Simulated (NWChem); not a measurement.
Molecule: C₂H₆Mg; SMILES C[CH2][MgH]

```xyz
9

Mg     0.1005     1.4491     0.0000
H      0.7061     3.0595     0.0000
C     -0.6438    -0.5415     0.0000
C      0.4116    -1.6621     0.0000
H     -1.3165    -0.6570    -0.8814
H     -1.3168    -0.6574     0.8811
H      1.0739    -1.6175     0.8916
H      1.0783    -1.6140    -0.8881
H     -0.0379    -2.6814    -0.0030
```
Atoms are numbered in this order, from 1.

Program: NWChem. Structure relaxed at the PBE-D3(BJ)/def2-SVP level. Ions are spin-unrestricted doublets at the neutral geometry. Hybrids' shares of exact exchange are those that their runs print; pure functionals count as 0. The functionals differ in more than this share.

| row | share of exact exchange | ΔSCF ionisation energy minus −ε(HOMO) (eV) |
|---|---|---|
| PBE/def2-SVP | 0.00 | 3.04 |
| r2SCAN/def2-SVP | 0.00 | 2.88 |
| B3LYP/def2-SVP | 0.20 | withheld |
| BHandHLYP/def2-SVP | 0.50 | 1.04 |
| M06-2X/def2-SVP | 0.54 | 1.17 |

Q: Fit a straight line of the last column on the one before it, predict the withheld value, and compare with the run.

A: 
1. Means of the 4 shown rows: x = 0.260, y = 2.032. Slope Σ(x − x̄)(y − ȳ)/Σ(x − x̄)² = -0.9620/0.2712 = -3.547; intercept 2.955.
2. The shown rows scatter about the line by 0.112 (root mean square); the largest residual is -0.14, at BHandHLYP/def2-SVP.
3. At x = 0.20 (B3LYP/def2-SVP; inside the shown range) the line gives 2.25.
4. The run gives 2.30, +0.05 from the line, 0.4 times the scatter. The line crosses zero at a share of 0.83, outside the shown range.
